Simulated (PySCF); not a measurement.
Spectrum to structure. Method: TDDFT B3LYP/def2-SVPD, vertical, gas phase, core orbitals frozen in the response (PySCF 2.14.0, density-fitted response routines). Geometries: GFN2-xTB, one conformer each.

| state | λ (nm) | f |
| --- | --- | --- |
| S1 | 302.7 | 0.0008 |
| S2 | 286.1 | 0.0005 |
| S3 | 248.5 | 0.0029 |
| S4 | 223.0 | 0.013 |
| S5 | 202.9 | 0.032 |
| S6 | 199.6 | 0.030 |
| S7 | 196.9 | 0.0092 |
| S8 | 193.6 | 0.016 |

Question: Which candidate is it?
A. `CCO/C=C\O[SiH3]`
B. `O=S1CCCC1`
C. `C1C(C[C@H]([SiH3])S1)=O`

Answer: C. Its S1, at 4.10 eV, is the lowest among the candidates; the nearest of the others has S1 at 5.15 eV. S1 is HOMO→LUMO (90%), HOMO-1→LUMO (10%). Löwdin shares by element: HOMO sulfur 64%, carbon 20% or more, silicon 6%; LUMO carbon 52% or more, oxygen 29% (atoms not listed hold the other 18%). At the same level the other candidates give, for their lowest levels:
- `O=S1CCCC1`: 225 nm (f 0.007); 221 nm (f 0.036); 216 nm (f 0.023); 198 nm (f 0.034); 192 nm (f 0.001); T1 4.89 eV; HOMO -6.33, LUMO 0.09 eV
- `CCO/C=C\O[SiH3]`: 241 nm (f 0.011); 226 nm (f 0.016); 209 nm (f 0.005); 205 nm (f 0.004); 203 nm (f 0.239); T1 4.09 eV; HOMO -5.88, LUMO 0.24 eV
Triplets come from the Tamm–Dancoff approximation.
